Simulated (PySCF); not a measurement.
SMILES [SiH3]BN(C)C (C2H10BNSi), GFN2-xTB optimised geometry.

```
15

B      0.00     0.86     0.00
H     -0.61     1.87     0.00
N     -0.75    -0.30     0.00
C     -0.22    -1.64     0.00
C     -2.20    -0.32     0.00
H     -0.55    -2.19     0.89
H     -0.56    -2.19    -0.88
H      0.87    -1.62     0.00
H     -2.57    -0.83    -0.90
H     -2.57    -0.86     0.87
H     -2.59     0.69     0.01
Si     1.97     0.86     0.00
H      2.58     0.17    -1.15
H      2.58     0.19     1.17
H      2.59     2.19    -0.02
```

Density from B3LYP/def2-TZVP run with PySCF at that geometry.

Minimum of the electron density along straight lines between bonded atoms, close to the bond critical point (lines longer than 1.1 times the sum of covalent radii, or with two minima, are not listed):

| bond | length / Å | ρ at the minimum / e bohr⁻³ | ∇²ρ there / e bohr⁻⁵ | position (fraction from the first atom) |
|---|---|---|---|---|
| B1–H2 | 1.180 | 0.186 | … | 0.44 |
| B1–N3 | 1.381 | 0.217 | … | 0.33 |
| N3–C4 | 1.446 | 0.276 | -0.74 | 0.60 |
| N3–C5 | 1.448 | 0.274 | -0.74 | 0.60 |
| C4–H6 | 1.095 | 0.280 | -0.97 | 0.64 |
| C4–H7 | 1.095 | 0.280 | -0.97 | 0.64 |
| C4–H8 | 1.086 | 0.287 | -1.02 | 0.64 |
| C5–H9 | 1.095 | 0.280 | -0.97 | 0.64 |
| C5–H10 | 1.095 | 0.281 | -0.97 | 0.64 |
| C5–H11 | 1.086 | 0.288 | -1.02 | 0.65 |
| B1–Si12 | 1.962 | 0.121 | … | 0.61 |
| Si12–H13 | 1.478 | 0.119 | 0.18 | 0.49 |
| Si12–H14 | 1.478 | 0.119 | 0.18 | 0.49 |
| Si12–H15 | 1.472 | 0.121 | 0.19 | 0.49 |

Q: Complete the blanks.

A: 
- B1–H2, ∇²ρ there / e bohr⁻⁵: -0.31
- B1–N3, ∇²ρ there / e bohr⁻⁵: 0.73
- B1–Si12, ∇²ρ there / e bohr⁻⁵: -0.05
